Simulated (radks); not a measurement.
Results of a calculation; reference values are marked as such.
Task: These are the eigenvalues of the occupied orbitals of an atom or ion with whole-number occupations (Ry). Level of theory: scalar-relativistic Kohn-Sham, PBE, spin-polarised, spherical densities, point nucleus (a radial shooting solver on a logarithmic mesh with Libxc functionals).

orbital  eigenvalue
1s        -2133.808
2s        -323.2214
2p        -290.2836
3s        -63.41167
3p        -52.64866
3d        -36.08281
4s        -11.12668
4p         -7.87561
4d         -3.17578
5s         -1.91769

Which element is it, and in what charge state? The configuration may be excited. Open shells, if any, are filled with parallel spins first.

Result: Z = 50, tin, charge +2: Sn2+ in [Kr] 4d10 5s2. The list shows which subshells hold electrons but not how many an open one holds; the 1s level, -1066.9 hartree, gives Z - s = 46.2 by -(Z - s)^2/2, which with screening and relativity narrows Z to a few neighbours, and the depths of the outer levels then fix element, charge and occupations together.
